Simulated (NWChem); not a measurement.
System: C2H6ClSb; SMILES [Sb]([CH3])([Cl])[CH3]

The following NWChem deck was run.

```
start job
memory heap 200 mb stack 900 mb global 1100 mb
geometry units angstroms
  Sb     0.071627     0.185086     0.452423
  Cl    -0.540826    -1.617613    -0.939994
  C      1.832984     0.650886    -0.728043
  H      2.174930     1.650011    -0.485684
  H      1.578686     0.594782    -1.779854
  H      2.620330    -0.059577    -0.508161
  C     -1.155174     1.601697    -0.643171
  H     -2.195625     1.472827    -0.371374
  H     -1.034587     1.426308    -1.705629
  H     -0.844347     2.610724    -0.399928
end
basis spherical
  * library def2-svp
end
ecp
  Sb library def2-ecp
end
dft
  xc pbe0
  iterations 150
end
driver
  maxiter 120
end
task dft optimize
```

Output (shortened):

```
             Northwest Computational Chemistry Package (NWChem) 7.3.0
             --------------------------------------------------------

 CS  symmetry detected

                             Geometry "geometry" -> ""
                             -------------------------

 Output coordinates in angstroms (scale by  1.889725989 to convert to a.u.)

  No.       Tag          Charge          X              Y              Z
 ---- ---------------- ---------- -------------- -------------- --------------
    1 Sb                  51.0000    -0.42172905    -0.35411791     0.00000000
    2 Cl                  17.0000     0.11269985     1.94327913     0.00000000
    3 C                    6.0000     1.00911151    -0.80701109     1.56846499
    4 H                    1.0000     1.19990066    -1.87342952     1.58479918
    5 H                    1.0000     1.93062248    -0.27201784     1.37169038
    6 H                    1.0000     0.61094989    -0.50035198     2.52786405
    7 C                    6.0000     1.00911151    -0.80701109    -1.56846499
    8 H                    1.0000     0.61094989    -0.50035198    -2.52786405
    9 H                    1.0000     1.93062248    -0.27201784    -1.37169038
   10 H                    1.0000     1.19990066    -1.87342952    -1.58479918

 Effective nuclear repulsion energy (a.u.)     482.9647140111

      Symmetry information
      --------------------

 Group name             Cs
 Group number              2
 Group order               2
 No. of unique centers     6

                                Z-matrix (autoz)
                                --------

 Units are Angstrom for bonds and degrees for angles

      Type          Name      I     J     K     L     M      Value
      ----------- --------  ----- ----- ----- ----- ----- ----------
    1 Stretch                  1     2                       2.35874
    2 Stretch                  1     3                       2.17083
    3 Stretch                  1     7                       2.17083
    4 Stretch                  3     4                       1.08347
    5 Stretch                  3     5                       1.08357
    6 Stretch                  3     6                       1.08306
    7 Stretch                  7     8                       1.08306
    8 Stretch                  7     9                       1.08357
    9 Stretch                  7    10                       1.08347
   10 Bend                     1     3     4               109.40844
   11 Bend                     1     3     5               109.04615
   12 Bend                     1     3     6               109.79416
   13 Bend                     1     7     8               109.79416
   14 Bend                     1     7     9               109.04615
   15 Bend                     1     7    10               109.40844
   16 Bend                     2     1     3                93.08753
   17 Bend                     2     1     7                93.08753
   18 Bend                     3     1     7                92.52567
   19 Bend                     4     3     5               109.81256
   20 Bend                     4     3     6               109.27274
   21 Bend                     5     3     6               109.49428
   22 Bend                     8     7     9               109.49428
   23 Bend                     8     7    10               109.27274
   24 Bend                     9     7    10               109.81256
   25 Torsion                  2     1     3     4        -163.04460
   26 Torsion                  2     1     3     5         -42.92481
   27 Torsion                  2     1     3     6          77.03940
   28 Torsion                  2     1     7     8         -77.03940
   29 Torsion                  2     1     7     9          42.92481
   30 Torsion                  2     1     7    10         163.04460
   31 Torsion                  3     1     7     8        -170.27096
   32 Torsion                  3     1     7     9         -50.30675
   33 Torsion                  3     1     7    10          69.81304
   34 Torsion                  4     3     1     7         -69.81304
   35 Torsion                  5     3     1     7          50.30675
   36 Torsion                  6     3     1     7         170.27096

                           NWChem Geometry Optimization
                           ----------------------------

 maximum gradient threshold         (gmax) =   0.000450
 rms gradient threshold             (grms) =   0.000300
 maximum cartesian step threshold   (xmax) =   0.001800
 rms cartesian step threshold       (xrms) =   0.001200
 fixed trust radius                (trust) =   0.300000
 source of zmatrix                         =   autoz

[...]

      ----------------------
      Optimization converged
      ----------------------

  Step       Energy      Delta E   Gmax     Grms     Xrms     Xmax
  ---- ---------------- -------- -------- -------- -------- --------
@    4    -779.85811407 -7.7D-07  0.00010  0.00004  0.00077  0.00171
                                     ok       ok       ok       ok

                                Z-matrix (autoz)
                                --------

 Units are Angstrom for bonds and degrees for angles

      Type          Name      I     J     K     L     M      Value     Gradient
      ----------- --------  ----- ----- ----- ----- ----- ---------- ----------
    1 Stretch                  1     2                       2.39629    0.00010
    2 Stretch                  1     3                       2.16390    0.00008
    3 Stretch                  1     7                       2.16390    0.00008
    4 Stretch                  3     4                       1.10088   -0.00008
    5 Stretch                  3     5                       1.09864   -0.00004
    6 Stretch                  3     6                       1.09867   -0.00004
    7 Stretch                  7     8                       1.09867   -0.00004
    8 Stretch                  7     9                       1.09864   -0.00004
    9 Stretch                  7    10                       1.10088   -0.00008
   10 Bend                     1     3     4               109.15151    0.00001
   11 Bend                     1     3     5               109.40619   -0.00001
   12 Bend                     1     3     6               109.83349   -0.00001
   13 Bend                     1     7     8               109.83349   -0.00001
   14 Bend                     1     7     9               109.40619   -0.00001
   15 Bend                     1     7    10               109.15151    0.00001
   16 Bend                     2     1     3                94.69820    0.00001
   17 Bend                     2     1     7                94.69820    0.00001
   18 Bend                     3     1     7                93.94307   -0.00004
   19 Bend                     4     3     5               109.78810   -0.00001
   20 Bend                     4     3     6               109.11785    0.00001
   21 Bend                     5     3     6               109.53021   -0.00000
   22 Bend                     8     7     9               109.53021   -0.00000
   23 Bend                     8     7    10               109.11785    0.00001
   24 Bend                     9     7    10               109.78810   -0.00001
   25 Torsion                  2     1     3     4        -164.17911    0.00001
   26 Torsion                  2     1     3     5         -44.02645    0.00001
   27 Torsion                  2     1     3     6          76.22867   -0.00001
   28 Torsion                  2     1     7     8         -76.22867    0.00001
   29 Torsion                  2     1     7     9          44.02645   -0.00001
   30 Torsion                  2     1     7    10         164.17911   -0.00001
   31 Torsion                  3     1     7     8        -171.27972    0.00001
   32 Torsion                  3     1     7     9         -51.02459   -0.00001
   33 Torsion                  3     1     7    10          69.12807   -0.00001
   34 Torsion                  4     3     1     7         -69.12807    0.00001
   35 Torsion                  5     3     1     7          51.02459    0.00001
   36 Torsion                  6     3     1     7         171.27972   -0.00001

                         Geometry "geometry" -> "geometry"
                         ---------------------------------

 Output coordinates in angstroms (scale by  1.889725989 to convert to a.u.)

  No.       Tag          Charge          X              Y              Z
 ---- ---------------- ---------- -------------- -------------- --------------
    1 Sb                  51.0000    -0.39180920    -0.34830588     0.00000000
    2 Cl                  17.0000     0.07923438     2.00123119     0.00000000
    3 C                    6.0000     1.01063903    -0.81024000     1.58184587
    4 H                    1.0000     1.19797422    -1.89500111     1.59303654
    5 H                    1.0000     1.95177809    -0.27208291     1.40395116
    6 H                    1.0000     0.59196602    -0.50736846     2.55141051
    7 C                    6.0000     1.01063903    -0.81024000    -1.58184587
    8 H                    1.0000     0.59196602    -0.50736846    -2.55141051
    9 H                    1.0000     1.95177809    -0.27208291    -1.40395116
   10 H                    1.0000     1.19797422    -1.89500111    -1.59303654

 Effective nuclear repulsion energy (a.u.)     478.9039711538

      Symmetry information
      --------------------

 Group name             Cs
 Group number              2
 Group order               2
 No. of unique centers     6

                Final and change from initial internal coordinates
                --------------------------------------------------

                                Z-matrix (autoz)
                                --------

 Units are Angstrom for bonds and degrees for angles

[...]
```

Level: PBE0/def2-SVP with def2 effective core potentials on Sb. Not confirmed as a minimum by frequencies. def2 effective core potentials on Sb; no spin-orbit coupling.
